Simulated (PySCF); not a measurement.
Ionisation energy along the 13-electron series

Calculated with PySCF 2.14 and a two-component X2C-1e Hamiltonian (Gaussian nucleus, no Breit or QED terms), each ion in its own even-tempered basis scaled to its charge; GMP2 freezes 1s2 and drops the highest virtual spinors. Values in eV. NIST values: (m) measured, (s) semi-empirical, (t) theoretical.

```json
{"ion": "Dy⁵³⁺", "configuration": "[Ne] 3s2 3p1", "GHF (spin-free)": "4919.9", "GMP2 (spin-free)": "4920.4", "GHF (screened spin-orbit)": "5070.9", "GMP2 (screened spin-orbit)": "5071.0", "NIST": "5066 ± 5 (t)"}
{"ion": "Ho⁵⁴⁺", "configuration": "[Ne] 3s2 3p1", "GHF (spin-free)": "5101.2", "GMP2 (spin-free)": "5101.7", "GHF (screened spin-orbit)": "5263.5", "GMP2 (screened spin-orbit)": "5263.6", "NIST": "5258 ± 5 (t)"}
{"ion": "Er⁵⁵⁺", "configuration": "[Ne] 3s2 3p1", "GHF (spin-free)": "5286.1", "GMP2 (spin-free)": "5286.7", "GHF (screened spin-orbit)": "5460.4", "GMP2 (screened spin-orbit)": "5460.5", "NIST": "5455 ± 5 (t)"}
```

Between Z = 66 and Z = 68 the GMP2 (screened spin-orbit) value grows as Z to the power 2.48.
